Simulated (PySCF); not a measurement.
# State search for CoSe

Unrestricted PBE0; PySCF, spin-free X2C with a Gaussian nucleus, basis sets Co x2c-TZVPPall, Se x2c-TZVPPall. Outer shells of the fragments: Co 3d7 4s2; Se 3d10 4s2 4p4.

Followed along the bond (rough minima from three points):

```tsv
2Ms+1	unpaired	⟨S²⟩ at the start	R at minimum (Å)	Te (eV)
4	π ↑↑, δ ↑	3.78	2.09	0.00
4	σ ↑, π ↑, δ ↑	3.79	2.17	0.35
2	π ↑↓, δ ↑	1.79	2.16	0.59
2	σ ↑, π ↓, δ ↑	1.78	2.23	0.66
2	δ ↑	1.68	2.23	0.84
4	σ ↑, π ↑↑	3.78	2.10	0.90
```

Solutions found at the starting distance of 2.185 Å, counted from the lowest of them; the search is not exhaustive and high or unbound solutions are not listed, so other states can lie among these:

```
2Ms+1       unpaired   term  E (eV)  ⟨S²⟩  ⟨Lz²⟩  μ (D)
    4      π ↑↑, δ ↑     ⁴Δ    0.00  3.78   4.01  -4.95
    4  σ ↑, π ↑, δ ↑  mixed    0.26  3.79   4.76  -5.10
    2      π ↑↓, δ ↑  mixed    0.51  1.79   5.99  -3.84
    2  σ ↑, π ↓, δ ↑  mixed    0.59  1.78   4.97  -4.36
    2            δ ↑  mixed    0.76  1.68   5.97  -3.49
    4      σ ↑, π ↑↑    ⁴Σ⁻    0.87  3.78   0.00  -5.26
```

A term symbol is given only where ⟨S²⟩ and ⟨Lz²⟩ are close to those of a pure state; real π, δ and φ orbitals otherwise mix terms. A positive dipole means Co(−)Se(+).

Problem. Compare the gap between the two lowest followed solutions at the starting distance with the gap between their minima.

Solution. At PBE0 the second solution (quartet, unpaired electrons σ ↑, π ↑, δ ↑) lies +0.26 eV from the first (quartet, unpaired electrons π ↑↑, δ ↑) at 2.185 Å and +0.35 eV at the minima; the two curves relax by different amounts, since their minima lie near 2.17 and 2.09 Å.

Spin–orbit coupling is left out. With d or f electrons several states lie close, and the lowest PBE0 determinant need not be the measured ground state.
